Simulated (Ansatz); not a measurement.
Geometry optimisation, Ansatz 0.2.0, RKS PBE0-D4/6-31G*.

Input:

```yaml
crystal:
  periodic: [false, false, false]
  atoms:
    - { symbol: B, position_ang: [0.0, 0.0, 0.0] }
    - { symbol: Cl, position_ang: [0.0, 0.0, 2.21] }
    - { symbol: Cl, position_ang: [1.6108, 0.0, -0.93] }
    - { symbol: O, position_ang: [-1.2211, 0.0, -0.705] }
    - { symbol: H, position_ang: [-1.7308, -0.8467, -0.4965] }
    - { symbol: H, position_ang: [0.3178, 1.3778, 0.4698] }
    - { symbol: H, position_ang: [0.283, 1.227, 1.3665] }
basis:
  gaussian: { orbitals: "6-31G*" }
hamiltonian:
  xc: pbe0
  dispersion: d4
relax:
  f_tol: 0.15
  max_steps: 25
  restrain:
    - { distance: [0, 5], at: 2.39, k: 30.0 }
    - { distance: [6, 1], at: 2.57, k: 30.0 }
    - { distance: [0, 1], at: 1.86, k: 30.0 }
    - { distance: [6, 5], at: 0.66, k: 30.0 }
```

Launched with:

```bash
$ ansatz run input.yaml --threads 1 --pin off --max-ram 2048MiB --backend cpu --events-out ev --progress --plain --runs-dir out
```

Question: Where does it end, and by what steps?

Answer: The forces met the threshold. The restraints hold the end off the free minimum. After 8 steps the energy has fallen by 3.409 eV (the restraints' own energy left out); Cl2 moved furthest, 0.83 Å. Parted: Cl2–H7 (1.52 → 2.58 Å).

| step | energy less start (eV) | largest force component (eV/Å) | accepted |
| --- | --- | --- | --- |
| 0 | 0.0000 | 3.351 | yes |
| 1 | -0.7807 | 2.219 | yes |
| 2 | -1.3771 | 4.138 | yes |
| 3 | -2.2699 | 2.896 | yes |
| 4 | -3.1157 | 1.630 | yes |
| 5 | -3.2988 | 1.482 | yes |
| 6 | -3.3923 | 1.366 | yes |
| 7 | -3.4056 | 1.383 | yes |
| 8 | -3.4088 | 1.342 | yes |

```xyz
7
Properties=species:S:1:pos:R:3
B 0.115 -0.378 0.040
Cl 0.023 -0.739 1.827
Cl 1.669 -0.331 -0.749
O -1.001 -0.225 -0.684
H -1.804 -0.293 -0.151
H 0.130 1.978 0.481
H 0.128 1.747 1.151
```

Run time: 32 s on 1 thread of Arm Neoverse V2, with other jobs on the host, peak memory 0.14 GiB.
